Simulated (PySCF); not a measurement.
## RuS₂: fields on a plane

These are results of UPBE0 in PySCF with Ru def2-SVP with ECP28, S def2-SVP; scalar-relativistic core potentials, no spin–orbit coupling; density-fitted integrals, not measurements.

The quintet minimum has Ru–S 2.095 Å (×2); S–Ru–S 110.0°.

The plane holds Ru1 at (0.00, 0.00), S2 at (2.09, 0.00), S3 at (-0.72, 1.97) Å. Columns run from x = -2.85 to 4.35 Å, rows from y = 4.35 (top) to -1.95 Å, in steps of 0.3 Å. Other isomers or separated fragments may lie lower. Core electrons replaced by a potential are absent, the electrostatic potential uses the reduced nuclear charge, and values within about 0.7 Å of such atoms have no physical meaning.

Question: Give the electrostatic potential (V) (cut at 20 V). Lower edges of the bins (V): '_' -0.71, '.' -0.59, ':' -0.40, '-' -0.09, '=' 0.40, '+' 1.17, '*' 2.39, '#' 4.33, '%' 7.41, '@' 12.28; top 20.0, each point printed twice.

Answer: 
```
::::::::::::::::::..........::::::::::::::::::::::
::::::::::::::::................::::::::::::::::::
::::::::------::::....__............::::::::::::::
::::------========--..______..........::::::::::::
::::----==++******++--::______............::::::::
::----==**##%%@@%%##++--..________..........::::::
::--==++##@@@@@@@@@@##++::__________..........::::
::::==**%%@@@@@@@@@@@@**--..____________......::::
::::==**%%@@@@@@@@@@@@**==::______________......::
::::--++%%@@@@@@@@@@@@**==--::::::::....__......::
::::--==##@@@@@@@@@@%%##++======++====--........::
::::::==++##%%@@@@@@@@%%##****######**++--::....::
------==++**%%@@@@@@@@@@%%##%%@@@@@@@@##++--::::::
----====++##%%@@@@@@@@@@@@@@@@@@@@@@@@@@##==--::::
--====++**##@@@@@@@@@@@@@@@@@@@@@@@@@@@@##++--::::
======++**##@@@@@@@@@@@@@@@@@@@@@@@@@@@@##++----::
====++++**##%%@@@@@@@@@@@@@@@@@@@@@@@@@@##++----::
====++++**##%%@@@@@@@@@@@@%%%%@@@@@@@@##**==----::
====++++++**##%%%%@@@@%%##****########**==----::::
======++++****##########**++====++++====----::::::
======++++++++**********++==----------::::::::::::
========++++++++++++++++++==--::::::::::::::::::::
```

Question: Give the electron localisation function (set to 0 where the density is under 0.005 e/Å³). Every second row and column.

Answer: 
```
0.00 0.00 0.00 0.00 0.00 0.00 0.00 0.00 0.00 0.00 0.00 0.00 0.00
0.00 0.00 0.17 0.37 0.50 0.43 0.00 0.00 0.00 0.00 0.00 0.00 0.00
0.00 0.22 0.51 0.80 0.88 0.78 0.49 0.00 0.00 0.00 0.00 0.00 0.00
0.12 0.48 0.82 0.55 0.51 0.90 0.55 0.03 0.00 0.00 0.00 0.00 0.00
0.24 0.66 0.88 0.62 0.84 0.80 0.40 0.03 0.11 0.34 0.19 0.00 0.00
0.24 0.67 0.87 0.66 0.54 0.64 0.26 0.28 0.66 0.77 0.64 0.24 0.00
0.00 0.54 0.63 0.39 0.35 0.51 0.23 0.70 0.76 0.92 0.85 0.46 0.00
0.00 0.13 0.13 0.14 0.81 0.02 0.45 0.72 0.86 0.09 0.88 0.46 0.00
0.00 0.05 0.07 0.17 0.76 0.79 0.36 0.79 0.08 0.41 0.80 0.35 0.00
0.00 0.00 0.16 0.30 0.34 0.15 0.13 0.73 0.88 0.85 0.57 0.20 0.00
0.00 0.00 0.15 0.27 0.20 0.07 0.15 0.60 0.67 0.57 0.31 0.00 0.00
```

With open d or f shells other occupations or spin states may lie lower.
